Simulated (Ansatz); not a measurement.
Basis-set extrapolation for CH3ClFNOSi (PBE0-D4/def2-TZVP geometry, frozen core, the Gaussian-basis code of Ansatz). Multiplicity 1, RHF reference.

```csv
,def2-TZVPP,def2-QZVPP
HF,-1017.060110,-1017.095353
MP2 correlation,-1.149619,-1.248703
CCSD(T) correlation,-1.227425,not run
```

Energies in hartree. Use E(X) = E(∞) + A·exp(−7.88·√X) for Hartree–Fock and E(X) = E(∞) + B·X^(−2.97) for correlation, with X = 3 and 4, and add CCSD(T) minus MP2 of the smaller set to the MP2 limit.

Task: What is the CCSD(T) energy at the basis-set limit?

Result: HF limit: -1017.095353 + (-0.035243) × 0.13774 = -1017.10021. MP2 limit: -1.248703 + (-0.099084) × 0.74074 = -1.32210. Higher-order term: -1.227425 − (-1.149619) = -0.07781. Total: -1018.50012 hartree, 133.4 kcal/mol below CCSD(T)/def2-TZVPP.
